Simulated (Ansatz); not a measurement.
Basis sets compared for Si(GeH3)H3 (SiGeH6). Total charge 0; singlet. Geometry PBE0-D4/def2-TZVP. Ansatz on 4 threads of Arm Neoverse V2 on a shared host; times are rough, and most runs start from earlier orbitals.

```
atom   x (Å)   y (Å)   z (Å)
 Si1  -1.051   0.247  -0.526
 Ge2   1.030  -0.243   0.516
  H3   0.816  -0.676   1.976
  H4   1.944   0.995   0.509
  H5   1.753  -1.381  -0.224
  H6  -1.782   1.279   0.254
  H7  -1.886  -0.980  -0.602
  H8  -0.823   0.759  -1.904
```

The 6-31G sets use Cartesian d functions.

Binding counts from free atoms (Si triplet, Ge triplet, H doublet) in the same basis, without a counterpoise term.

| level | functions | energy (Eh) | HOMO (eV) | LUMO (eV) | binding per atom (eV) | wall time |
| --- | --- | --- | --- | --- | --- | --- |
| HF/STO-3G | 33 | -2340.8639 | -8.80 | 10.97 | 3.27 | 0.1 s |
| HF/6-31G | 54 | -2367.3597 | -10.81 | 3.36 | 1.88 | 0.2 s |
| PBE-D4/def2-SVP | 80 | -2369.2510 | -7.19 | -0.16 | 2.70 | 0.45 s |
| PBE0-D4/def2-SVP | 80 | -2369.3451 | -8.33 | 0.65 | 2.71 | 0.7 s |

**Question.** Estimate the rows for PBE-D4/def2-TZVP, PBE0-D4/def2-TZVP.

**Answer.** 
```tsv
level	functions	energy (Eh)	HOMO (eV)	LUMO (eV)	binding per atom (eV)	wall time
PBE-D4/def2-TZVP	121	-2369.6182	-7.20	-0.46	2.71	0.65 s
PBE0-D4/def2-TZVP	121	-2369.7093	-8.30	0.37	2.72	0.9 s
```
